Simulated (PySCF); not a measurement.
CHBF4, SMILES FC(F)(F)BF. Geometry: B3LYP-D3(BJ)/def2-SVP.

Task: Give the equilibrium geometry at B3LYP-D3(BJ)/def2-SVP (PySCF confirms it by a frequency run) as bond lengths and angles. (An estimate is asked for; the answer gives what the named calculation found.)

Result: 
Atoms: B1 C2 F3 F4 F5 F6 H7. Bond lengths (Å): B1–C2 1.610, B1–F6 1.310, B1–H7 1.202, C2–F3 1.341, C2–F4 1.351, C2–F5 1.350. Angles (°): C2–B1–F6 118.8, C2–B1–H7 120.7, F6–B1–H7 120.5, B1–C2–F3 114.0, B1–C2–F4 109.8, B1–C2–F5 109.9, F3–C2–F4 107.6, F3–C2–F5 107.6, F4–C2–F5 107.7.
Charge 0, spin multiplicity 1.
